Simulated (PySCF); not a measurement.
Potential energy of ZnI along the bond

Set-up: PySCF, scalar-relativistic core potentials, basis sets Zn def2-SVP, I def2-SVP with ECP28. Energies in eV from Zn + I in their ground configurations at the same level. State: ²Σ⁺ (doublet), unpaired electrons σ ↑.

All columns are PBE0. A positive dipole means Zn(−)I(+).

| R (Å) | E (eV) | μ (D) | Mulliken charge on Zn (basis-dependent) | HOMO (eV) | LUMO (eV) | Mayer bond order | ⟨S²⟩ |
| --- | --- | --- | --- | --- | --- | --- | --- |
| 2.174 | -0.860 | -1.63 | 0.20 | -5.63 | -2.69 | 1.16 | 0.75 |
| 2.275 | -1.276 | -2.08 | 0.24 | -5.78 | -2.89 | 1.09 | 0.75 |
| 2.376 | -1.494 | -2.53 | 0.28 | -5.93 | -3.10 | 1.02 | 0.75 |
| 2.452 | -1.566 | -2.87 | 0.31 | -6.03 | -3.26 | 0.97 | 0.75 |
| 2.528 | -1.583 | -3.19 | 0.33 | -6.13 | -3.41 | 0.93 | 0.75 |
| 2.604 | -1.559 | -3.49 | 0.35 | -6.23 | -3.56 | 0.89 | 0.75 |
| 2.705 | -1.483 | -3.86 | 0.37 | -6.35 | -3.74 | 0.83 | 0.75 |
| 2.831 | -1.346 | -4.24 | 0.38 | -6.48 | -3.95 | 0.77 | 0.76 |
| 2.983 | -1.155 | -4.55 | 0.38 | -6.63 | -4.17 | 0.71 | 0.76 |
| 3.185 | -0.902 | -4.71 | 0.36 | -6.69 | -4.40 | 0.62 | 0.76 |

A fit through these points gives, at Re = 2.517 Å, μ = -3.14 D and dμ/dR = -4.18 D/Å; the reduced mass is 42.51 u.

Q: How strong is the fundamental in the double-harmonic approximation, I = 42.26·(dμ/dR)²/μred km/mol?

A: I = 42.26·(-4.18)²/42.51 = 17.4 km/mol at PBE0.

These are scalar-relativistic numbers at best; spin–orbit coupling would shift them, the dissociation energy most. The state is the lowest determinant that a PBE0 search found; another state may lie lower at other levels.
